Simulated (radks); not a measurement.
Spherical quantum dot in the effective-mass picture: electrons in a hard-walled sphere of radius 4.25, all in effective atomic units (hartree* = m*/eps^2 hartree, bohr* = eps/m* bohr), one dielectric constant everywhere. Calculated with a radial shooting solver with Libxc functionals: non-relativistic Kohn-Sham, PBEsol, spin-polarised, spherical densities. Levels are named by radial order and angular momentum (1s, 1p, 1d, 2s, ...), and open shells are averaged over m. Results are scaled to m* = 0.498 and eps = 14.4, for which hartree* = 65.35 meV and bohr* = 1.53 nm.

N = 30, configuration 1s2 1p6 1d10 1f(up 7, down 5). This is the lowest configuration that the search found. Occupied and some empty levels:

level,occupation,eigenvalue (meV),<r> (nm)
1s up,1,590.11,4.609
1s down,1,591.19,4.601
1p up,3,598.38,4.718
1p down,3,599.50,4.713
1d up,5,613.40,4.825
1d down,5,614.55,4.823
1f up,7,634.42,4.922
1f down,5,635.61,4.920
1g up,0,661.00,5.008
1g down,0,662.21,5.006
2s up,0,662.79,2.920
2s down,0,663.17,2.918
2p up,0,691.70,3.414
2p down,0,692.22,3.411
2d up,0,727.23,3.726
2d down,0,727.86,3.723

Energy (meV): total 10130.5, kinetic 2320.6, external 0, Hartree 8661.5, exchange-correlation -851.70.
